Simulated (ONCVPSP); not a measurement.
# Os (Z = 76), ONCV: configuration errors across variants

```
Element                 : Os (Z = 76)
Generator               : ONCVPSP 4.0.1
Type                    : optimised norm-conserving Vanderbilt (ONCV)
Functional              : PBE
Relativity              : scalar-relativistic
Frozen core             : [Kr] 4d10 4f14
Valence charge          : 16
Reference configuration : 5s2 5p6 5d6 6s2
Partial waves           : 5s+6s: rc 1.90 bohr, ncon 4, nbas 8, qcut 7.9 1/bohr, 2 projectors; 5p: rc 1.25 bohr, ncon 3, nbas 6, qcut 5.7 1/bohr, 3 projectors, debl 2.3 Ha; 5d: rc 1.80 bohr, ncon 4, nbas 7, qcut 6.3 1/bohr, 2 projectors, debl 1.6 Ha
Local potential         : polynomial inside 1.10 bohr (lpopt 5, dvloc0 -1 Ha)
Core correction         : none
```

All-electron excitation energies from the reference (eV): (1) 5s2 5p6 5d6 6s1 9.577; (2) 5s2 5p6 5d6 6s0 26.492; (3) 5s2 5p6 5d5 6s0 55.339; (4) 5s2 5p6 5d6 6s0 6p1 15.722.

Errors AE − PS in meV (a dash: test not solved or not reliable):

| change | (1) | (2) | (3) | (4) | bound ghosts | GHOST(+) flags above zero |
| --- | --- | --- | --- | --- | --- | --- |
| base | -4.1 | -12 | -11 | -7.3 | none | s |
| d: qcut 8.5 | -4.1 | -12 | -11 | -7.3 | none | s |
| local potential polynomial inside 1.10 bohr (lpopt 5, dvloc0 7 Ha) | -4.1 | -12 | -11 | -7.3 | none | s, p |
| s: qcut 9.8; p: qcut 7.1; d: qcut 7.8 | -3.4 | -7.6 | -8.9 | -4.6 | none | s, p |
| local potential polynomial inside 1.10 bohr (lpopt 1, dvloc0 4 Ha) | -4.1 | -12 | -11 | -7.3 | none | p |

(1) Give the same row for: core correction Teter function fitted to the true core (icmod 2), fcfact 0.4.

Results:

(1) -4.7, -15, -15, -10; bound ghosts: none; GHOST(+) flags above zero: s.
